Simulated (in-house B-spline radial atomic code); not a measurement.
**Ionising the iodine ion I⁴⁺ with different functionals**

Computed with a B-spline radial code for spherical atoms: four-component Dirac-Coulomb Hamiltonian, Fermi nucleus of rms radius 4.75 fm, spin-restricted, spherical fractional occupations for the functionals, and exact exchange of hybrids averaged over the configuration. The ionisation energy is the difference of two self-consistent energies, [Kr] 4d10 5s2 5p1 → [Kr] 4d10 5s2, without Breit or QED terms; ε is the level of the shell that loses the electron (mean over j). The electron is taken from both j subshells in proportion to 2j + 1, so the result is a j average, not the step between ground levels.

```json
{"method": "BHandHLYP", "rung": "global hybrid", "ΔSCF (eV)": "?", "-ε(5p) (eV)": "?"}
{"method": "HSE06", "rung": "range-separated hybrid", "ΔSCF (eV)": "50.25", "-ε(5p) (eV)": "45.87"}
{"method": "CAM-B3LYP", "rung": "range-separated hybrid", "ΔSCF (eV)": "?", "-ε(5p) (eV)": "?"}
{"method": "LC-wPBE", "rung": "range-separated hybrid", "ΔSCF (eV)": "50.31", "-ε(5p) (eV)": "49.22"}
```

What does CAM-B3LYP give?

ΔSCF 50.51 eV, and -ε(5p) = 47.91 eV.

What does BHandHLYP give?

ΔSCF 50.35 eV, and -ε(5p) = 47.72 eV.

Among the functionals, which spreads more, the ΔSCF values or the orbital energies?

The orbital energies: ΔSCF values span about 0.26 eV and the orbital energies 3.36 eV; here energy differences depend much less on the functional than eigenvalues do.

How do they compare with the NIST value?

NIST lists 51.52 eV ± 0.04 (measured, ground level to ground level). Errors run from -1.27 to -1.01 eV. The correlated functionals all miss on the same side by more than they spread, so the cause is common to them (Breit-QED terms, spin polarisation, the choice among j levels, multiplet and fine-structure energies, or a listed next ion that isn't the cheapest removal here) and closeness doesn't rank the functionals.
